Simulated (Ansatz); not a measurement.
trans-dichloroethylene (C$_{2}$H$_{2}$Cl$_{2}$), singlet, geometry from GFN2-xTB; PBE/3-21G (Ansatz, a program for electronic structure).

The Ansatz input:
Ansatz 0.2 input:
```yaml
crystal:
  periodic: [false, false, false]
  atoms:
    - {symbol: Cl, position_ang: [2.10328556, 0.36099099, 0.01830268]}
    - {symbol: C, position_ang: [0.55226406, -0.36482497, -0.00124048]}
    - {symbol: C, position_ang: [-0.55226406, 0.36482497, 0.00124048]}
    - {symbol: Cl, position_ang: [-2.10328556, -0.36099099, -0.01830268]}
    - {symbol: H, position_ang: [0.55829032, -1.44326218, -0.01538865]}
    - {symbol: H, position_ang: [-0.55829032, 1.44326218, 0.01538865]}
basis:
  gaussian:
    orbitals: 3-21G.json
hamiltonian:
  xc: pbe
```
The basis file holds 3-21G in the JSON format of the Basis Set Exchange.

It wrote (shortened):

```
Functional definition: PBE
574 factors; integrals over basis functions are off by at most 1.0e-3 eV
mean field evaluation 1: about -27002.7869 eV, gradient 3.1e1 eV
mean field evaluation 2: about -27000.5589 eV, gradient 4.1e1 eV
mean field evaluation 4: about -27005.1440 eV, gradient 9.0e-1 eV
mean field evaluation 8: about -27005.1302 eV, gradient 2.0e-3 eV
mean field -27005.13022707 eV, -992.4202311102 hartree, gradient 3.5e-5 eV, S^2 0.000000; 0 other end points of the search recorded, 0 dependent functions left out
reference -27005.13025161 eV, -992.4202320120 hartree; 24, 24 occupied and 24, 24 virtual orbitals, 574 factors
Total energy: -27005.13025161 eV, -992.4202320120 hartree
```
